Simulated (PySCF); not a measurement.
CH₅O, SMILES C[OH2+], charge +1. Atoms are numbered in the order given.

```xyz
7

C     -0.7968    -0.0180     0.0000
O      0.7186     0.0866     0.0000
H     -1.1043     0.5054     0.8985
H     -1.1043     0.5054    -0.8985
H     -1.0631    -1.0701     0.0000
H      1.1518    -0.2629     0.8022
H      1.1518    -0.2629    -0.8022
```
Charge +1, spin multiplicity 1.

Geometry: B3LYP-D3(BJ)/def2-TZVP. The isomer is the one that the SMILES or the coordinates give; other isomers of the formula were not compared.

The numbers are results of PBE/pcJ-1 (PySCF), not measurements.

Isotropic couplings with Fermi-contact, spin-dipole and both spin-orbit terms, one fixed conformer, no vibrational averaging. Isotopes: 13C, 1H.

Problem. Estimate the spin–spin coupling constants. (Estimate from the structure and the level; the computed values follow.)

Solution. 
```tsv
pair	bonds apart	J (Hz)
C1–H3	1	158.8
C1–H4	1	158.8
C1–H5	1	157.2
H3–H4	2	-12.0
H3–H5	2	-7.7
H4–H5	2	-7.7
H6–H7	2	-1.3
H3–H6	3	0.9
H3–H7	3	11.5
H4–H6	3	11.5
H4–H7	3	0.9
H5–H6	3	-0.5
H5–H7	3	-0.5
```
